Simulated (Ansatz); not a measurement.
A series at Ga: from `[Br][Ga]([Br])[Br]`, ligands are replaced one by one, each step taking up NH₃ and setting free HBr; n counts the steps. Ansatz, PBE0-D4/def2-TZVP geometries. Each molecule was computed in one conformer, which needn't be the lowest.

```
n                 molecule  HOMO energy, ωB97M-V/def2-TZVPP (eV)
0     `[Br][Ga]([Br])[Br]`                                -10.91
1    `[NH2][Ga]([Br])[Br]`                                -10.33
2   `[NH2][Ga]([NH2])[Br]`                                 -9.74
3  `[NH2][Ga]([NH2])[NH2]`                                     ?
```

**Question.** By hand: fit a straight line y = ȳ + b (n − n̄) to the 3 given rows and predict n = 3.

**Answer.** n̄ = 1.000, ȳ = -10.327; Σ(n − n̄)(y − ȳ) = 1.170, Σ(n − n̄)² = 2.000, so b = 0.585 eV a step. Prediction: -10.327 + (0.585) × (2.000) = -9.16 eV.

**Question.** By hand: compare with the computed value, -9.16 eV, and give the steps along the whole series.

**Answer.** The line misses by 0.00 eV (computed minus predicted). Steps: 0.58, 0.59, 0.58 eV.

The steps differ by at most 0.01 eV, 1.7 % of a mean step, so the ligands' effects nearly add and a line is close. The miss is 0.0 % of the series' range.

Spin–orbit coupling is left out; it splits and shifts lone-pair levels of the heavy atoms by tenths of an eV.
